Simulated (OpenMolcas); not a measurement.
**W4+: moving or changing the point charges**

W4+ among 6 point charges of -1.7 e arranged as a trigonal antiprism (D3d), 1.92 Å from the ion, with a polar angle of 52.0° against the regular 54.74°.
```
   0.0000    1.5130    1.1821  -1.70
  -1.3103   -0.7565    1.1821  -1.70
   1.3103   -0.7565    1.1821  -1.70
   0.0000   -1.5130   -1.1821  -1.70
   1.3103    0.7565   -1.1821  -1.70
  -1.3103    0.7565   -1.1821  -1.70
```

```
Program             : OpenMolcas 26.06
Method              : SS-CASPT2, IPEA 0.25 Eh, imaginary shift 0.1 Eh (closed shells correlated: 4f 5s 5p)
Basis               : ANO-RCC-VDZP [7s6p4d2f1g]
Scalar Hamiltonian  : DKH2, point nucleus
Active space        : 2 electrons in 5 orbitals (5d)
State averaging     : 2S+1 = 3 even, 10 roots; 2S+1 = 1 even, 15 roots
Spin-orbit coupling : state interaction with AMFI integrals over the reference wave functions
```

Runs around this geometry, states (labels of D3, the rotations of D3d). Energies in cm-1 above the lowest state or level, χT in cm3 K/mol.

```csv
R (Å),q (e),Polar angle / regular,Ground state,First state of that spin,First gap with spin-orbit (degeneracies),χT at 300 K,First state of another spin
1.92,-1.1,0.95,3A2,3E 690,"740 (2, 1)",0.064,1A1 9180
1.92,-1.7,0.95,3A2,3E 1620,"280 (2, 1)",0.069,1E 9080
2.07,-1.7,0.95,3A2,3E 1080,"530 (2, 1)",0.060,1A1 9170
1.92,-1.7,1.03,3E,3A2 1190,"670 (2, 2)",0.053,1A1 9220
```

Taking the first state of the same spin as R^-n, n = -ln(1080 / 1620) / ln(2.07 / 1.92) = 5.4 between the shortest and longest distance.

Scaling the charges by -1.1 / -1.7 = 0.65 scales the first state of the same spin by 690 / 1620 = 0.43; with fixed orbitals a first-order splitting would follow the charge.

The ground state changes within this set.

Roots that are degenerate in the reference are averaged as groups; the widest CASPT2 spread within a group is 74 cm-1 (the 2-fold group of multiplicity 3 near 691 cm-1 above the lowest state of its run, R = 1.92, q = -1.1, ratio = 0.95). Shifts and gaps below about the spread of the groups concerned are not significant. Free-ion shares, where given, are those of the reference states; single-state CASPT2 does not remix them. Spin-orbit coupling mixes the spin-free states strongly: the lowest level takes only 50 % from its leading state, 3E, which lies 691 cm-1 above the lowest spin-free state (figures for R = 1.92, q = -1.1, ratio = 0.95; the like holds for R = 1.92, q = -1.7, ratio = 0.95, R = 2.07, q = -1.7, ratio = 0.95, R = 1.92, q = -1.7, ratio = 1.03). An orbital doublet at a regular site is open to a Jahn-Teller distortion, which this geometry leaves out (holds for R = 1.92, q = -1.7, ratio = 1.03). Point charges carry no covalency, so the field is a model and not that of real ligands. No measured value stands beside these numbers.
